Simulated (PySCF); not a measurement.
CaF$_{2}$, charge -1, doublet, geometry from GFN2-xTB (such geometries of metal compounds can be far from the true shape) (a state made from the parent by changing its charge; the spin is typed, not shown lowest) (in this run its highest filled SCF level lies above zero, so its values depend strongly on the basis, on diffuse functions most of all). Base run: PBE0/6-31G* in PySCF.

The PySCF input:
```python
from pyscf import gto, scf, dft

mol = gto.M(
    atom='''
Ca    0.00000000    0.00000000    0.00000000
F     0.00000000    0.00000000    1.88609121
F    -0.00000000   -0.00000000   -1.88609121
''',
    basis='6-31g*',
    charge=-1,
    spin=1,
    verbose=4,
)

mf = dft.UKS(mol)
mf.xc = 'pbe0'
mf.kernel()
mo_i, mo_e, stable_i, stable_e = mf.stability(internal=True, external=False, return_status=True, nroots=6, tol=1e-6)
print('internally stable:', stable_i, ' externally stable:', stable_e)
if not stable_i:
    umf = mf.copy()
    umf.scf_summary = {}
    umf.kernel(umf.make_rdm1(mo_i, mf.mo_occ))
```

The bond that is stretched is that between atoms 3 and 1. A test that says stable can miss a lower solution.

Variants of this job, named by their change:

| change | ΔE vs base (eV) | <S^2> | stability test says |
|---|---|---|---|
| base | 0.00 | 0.751 | internally stable (external not tested) |
| bond × 1.25 | -0.14 | 0.752 | internally stable (external not tested) |
| bond × 1.5 | 0.85 | 0.752 | internally stable (external not tested) |
| bond × 1.8 | 1.85 | 0.754 | internally stable (external not tested) |
| bond × 2.2 | 2.42 | 0.760 | internally stable (external not tested) |
| bond × 3.0 | 2.66 | 0.757 | internally stable (external not tested) |

On stretching, the SCF can end on different states; <S^2> shows the spin contamination of each.
